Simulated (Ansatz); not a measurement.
Conformational energy of SMILES [CH3][Al]([CH3])[NH][SiH2]N (C2H11AlN2Si). Scanned: dihedral N3–Si1–N2–H9; all other coordinates were relaxed at GFN2-xTB.

Geometry of the scan point at 150° (Å):
```
17

Si     2.1857    -1.1719     0.0594
N      2.6514     0.4007    -0.4698
N      0.4450    -1.1533     0.0853
Al    -0.9435    -0.0018    -0.0217
C     -0.6780     1.9751    -0.1187
C     -2.7549    -0.8408    -0.0100
H      2.6774    -2.1421    -0.9285
H      2.6838    -1.5311     1.4022
H      3.5266     0.7755    -0.1436
H      1.9345     1.1076    -0.4141
H      0.0949    -2.1020     0.1809
H     -0.2089     2.2918    -1.0561
H     -1.6342     2.5042    -0.0538
H     -0.0483     2.3599     0.6903
H     -2.8678    -1.5881    -0.8022
H     -3.5553    -0.1083    -0.1458
H     -2.9600    -1.3625     0.9306
```

Method: CCSD(T) on RHF/cc-pVDZ, frozen core // GFN2-xTB in Ansatz (a first-principles code).

Scanned values (°): -150, -120, -90, -60, -30, 0, 30, 60, 90, 120, 150, 180.

Q: Locate the minima and the barriers on this grid.

A: Lower than their neighbours: -60° (0.0 mEh), 60° (0.6 mEh), 180° (2.2 mEh). Higher than their neighbours: -150° (5.2 mEh), 0° (5.3 mEh), 150° (5.2 mEh). The whole profile spans 5.3 mEh.
